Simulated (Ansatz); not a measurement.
Consider the isomerisation: `NCC[SiH2]F` → `CC(F)[SiH2]N`.

Computed with Ansatz on PBE0-D4/def2-TZVP structures; ΔE is electronic, products minus reactants. CCSD(T)/CBS adds triple-zeta CCSD(T) − MP2 to the extrapolated MP2 energy (def2 sets, frozen cores). Functionals use def2-TZVPP. One conformer a species, not always the lowest.

```json
{"level": "PBE0-D4", "ΔE (kcal/mol)": "24.5"}
{"level": "ωB97M-V", "ΔE (kcal/mol)": "24.4"}
{"level": "PBE0", "ΔE (kcal/mol)": "24.7"}
{"level": "CCSD/CBS(def2)", "ΔE (kcal/mol)": "26.4"}
```

(1) What does CCSD(T)/CBS give? (An estimate is asked.)

Largest T1 diagnostic among the species: 0.011.

Results:

(1) The calculation gave: +26.2 kcal/mol. The listed levels differ from it by -1.7, -1.8, -1.5, 0.2 kcal/mol.

From PBE to PBE0 (25 % exact exchange), in def2-TZVPP and without D4, ΔE moves by +1.2 kcal/mol.
